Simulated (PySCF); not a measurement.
Isomers of C6H16AlN, mass 129.110 u with the commonest isotopes. Computed with PBE0-D3(BJ)/def2-SVP geometry optimisation, gas phase in PySCF. One conformer each, none proved a minimum here; rigid rotors.

Question: Order these by radius of gyration √(Σ m r²/M), largest first.
A. `[CH3:1][Al@@H-:2]1[CH2:3][CH2:4][CH2:5][N+:6]1([CH3:7])[CH3:8]` with C1–Al2–C3–C4 -108°, Al2–C3–C4–C5 -26°, C3–C4–C5–N6 51°, C4–C5–N6–C7 72°
B. AlMe2(NHtBu), `[CH3][Al]([CH3])[NH]C(C)(C)C`
C. AlMe2(NEt2), `CC[N](CC)[Al]([CH3])[CH3]`

Answer: B (2.286 Å), C (2.254 Å), A (1.982 Å).

Question: Order these by rotational constant A, largest first.
A. `CC[N](CC)[Al]([CH3])[CH3]` (AlMe2(NEt2))
B. AlMe2(NHtBu), `[CH3][Al]([CH3])[NH]C(C)(C)C`
C. `[CH3:1][Al@@H-:2]1[CH2:3][CH2:4][CH2:5][N+:6]1([CH3:7])[CH3:8]` with C1–Al2–C3–C4 -108°, Al2–C3–C4–C5 -26°, C3–C4–C5–N6 51°, C4–C5–N6–C7 72°

Answer: B (2463 MHz), C (1849 MHz), A (1704 MHz).

Question: Order these by out-of-plane moment Σ m c² = (Ia + Ib − Ic)/2, largest first.
A. AlMe2(NEt2), `CC[N](CC)[Al]([CH3])[CH3]`
B. `[CH3:1][Al@@H-:2]1[CH2:3][CH2:4][CH2:5][N+:6]1([CH3:7])[CH3:8]` with C1–Al2–C3–C4 -108°, Al2–C3–C4–C5 -26°, C3–C4–C5–N6 51°, C4–C5–N6–C7 72°
C. AlMe2(NHtBu) (`[CH3][Al]([CH3])[NH]C(C)(C)C`)

Answer: B (74.09 u·Å²), C (58.38 u·Å²), A (46.18 u·Å²).

| SMILES | point group | Ia (u·Å²) | Ib (u·Å²) | Ic (u·Å²) | κ | μa (D) | μb (D) | μc (D) |
| --- | --- | --- | --- | --- | --- | --- | --- | --- |
| [CH3][Al@@H-]1[CH2]CC[N+]1(C)C | C1 | 273.38 | 307.67 | 432.87 | 0.40 | 3.60 | 1.71 | 1.66 |
| [CH3][Al]([CH3])[NH]C(C)(C)C | C1 | 205.16 | 527.64 | 616.04 | -0.83 | 0.53 | 0.37 | 0.00 |
| CC[N](CC)[Al]([CH3])[CH3] | C2 | 296.61 | 405.48 | 609.73 | -0.05 | 0.32 | 0.00 | 0.01 |
